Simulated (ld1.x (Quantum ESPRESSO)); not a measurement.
manganese TM: all-electron and pseudo phase curves

Mn, norm-conserving Troullier–Martins (Kleinman–Bylander form), made with ld1.x (Quantum ESPRESSO) 7.5 (LDA (PZ), scalar-relativistic). Core [Ne], reference 3s2 3p6 3d5 4s0 4p0 (charge +2). Waves: 3s (bound): rc 0.90 bohr; 3p (bound): rc 0.90 bohr; 3d (bound): rc 0.90 bohr. Local part: the d channel. Core correction: Bessel-smoothed model core inside 0.90 bohr.

The phase is arctan(r·u′/u) with u = r·R(r), unwrapped; energies in Ry, scanned from -10 to 5 Ry. A pole is an energy at which the radial function vanishes at the test radius. The pseudo phase is shifted by a multiple of π to meet the all-electron one at the reference energy, and phase errors are pseudo minus all-electron; the curves can meet again beyond the range given. Levels narrower than the energy grid can be missing from the lists of poles.

**Question.** For each channel, where are the poles, and over which energies does the pseudopotential scatter like the atom?

**Answer.**

| channel | radius (bohr) | reference energy (Ry) | poles, all-electron | poles, pseudo | unbroken range about the reference energy with phases within 0.05 rad | phase error 1 Ry above the reference energy (rad) |
| --- | --- | --- | --- | --- | --- | --- |
| s | 1.00 | -7.59 | 0.30 | -1.93, 2.90 | below -2.4 | -0.001 |
| p | 1.00 | -5.32 | 2.51 | 2.35 | the whole range | -0.000 |
| d | 1.00 | -1.81 | 4.53 | 4.73 | the whole range | +0.001 |

Phases in the d channel:

```csv
E (Ry),all-electron,pseudo
-10.00,1.182,1.184
-9.52,1.166,1.168
-9.04,1.149,1.151
-8.56,1.130,1.132
-8.08,1.107,1.110
-7.60,1.082,1.084
-7.12,1.052,1.055
-6.64,1.017,1.020
-6.16,0.976,0.978
-5.68,0.924,0.927
-5.20,0.862,0.864
-4.72,0.782,0.785
-4.24,0.680,0.682
-3.76,0.546,0.548
-3.28,0.371,0.373
-2.80,0.148,0.149
-2.32,-0.116,-0.116
-1.84,-0.392,-0.392
-1.36,-0.644,-0.643
-0.88,-0.849,-0.848
-0.40,-1.008,-1.006
0.08,-1.130,-1.127
0.56,-1.224,-1.220
1.04,-1.298,-1.294
1.52,-1.358,-1.353
2.00,-1.407,-1.401
2.48,-1.448,-1.442
2.96,-1.483,-1.476
3.44,-1.513,-1.506
3.92,-1.540,-1.532
4.40,-1.565,-1.556
4.88,-1.587,-1.577
```
